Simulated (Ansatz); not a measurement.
`[OH][SnH]([Cl])[Cl]` + NH₃ → `[NH2][SnH]([OH])[Cl]` + HCl  (ligand exchange at the Sn–Cl bond)

Calculated with Ansatz (gas phase, PBE0-D4/def2-TZVP geometries, no zero-point term in ΔE). CCSD(T)/CBS is the MP2 limit (def2-TZVPP, def2-QZVPP) plus CCSD(T) − MP2 in def2-TZVPP, frozen cores. This one scheme is used for every species. DFT in def2-TZVPP. Elements past krypton have def2 core potentials. For Sn outer-core shells are correlated without core-valence functions, which leaves a few kJ/mol of doubt a bond. Each species was taken in one conformer, which may not be the lowest.

`[OH][SnH]([Cl])[Cl]`:

Z-matrix (Å, degrees):
```
Sn
Cl 1 2.310
Cl 1 2.310 2 105.9
O 1 1.938 2 108.3 3 -116.0
H 1 1.688 2 112.4 3 123.2
H 4 0.961 1 113.7 2 57.7
```

NH₃:

```xyz
4

N     0.238    0.053    0.141
H    -0.551   -0.067    0.765
H     0.003    0.806   -0.494
H     0.310   -0.792   -0.413
```

`[NH2][SnH]([OH])[Cl]`:

Cartesian coordinates in Å:
```
N -1.123 0.606 0.952
Sn 0.021 0.008 -0.572
O 0.460 -1.838 -0.128
Cl 2.100 1.084 -0.683
H -1.384 1.583 0.930
H -0.719 0.399 1.856
H -0.742 0.195 -2.075
H 1.387 -2.036 -0.282
```

HCl:

Cartesian coordinates in Å:
```
Cl -0.509 0.367 -0.121
H 0.509 -0.367 0.121
```

```json
{"level": "r2SCANh-D4", "ΔE (kcal/mol)": "21.4"}
{"level": "CCSD/def2-SVP", "ΔE (kcal/mol)": "20.8"}
```

Task: What does CCSD(T)/CBS give? (An estimate is asked.)

Result: The calculation gave: +20.2 kcal/mol. The listed levels differ from it by 1.2, 0.6 kcal/mol.

Largest T1 diagnostic among the species: 0.013.

In def2-TZVPP, CCSD(T) changes the Hartree–Fock value by −3.9 kcal/mol (the triples alone add −0.2 kcal/mol) and MP2 by −3.4 kcal/mol. Leaving LDA and LC-ωPBE aside and taking each functional with its dispersion term where it has one, the values, not all of them listed here, spread over 1.9 kcal/mol, from revPBE-D4 to B97M-V. LDA lies −1.4 kcal/mol from PBE without D4. From BLYP to BHLYP (50 % exact exchange), in def2-TZVPP and without D4, ΔE moves by +1.0 kcal/mol.
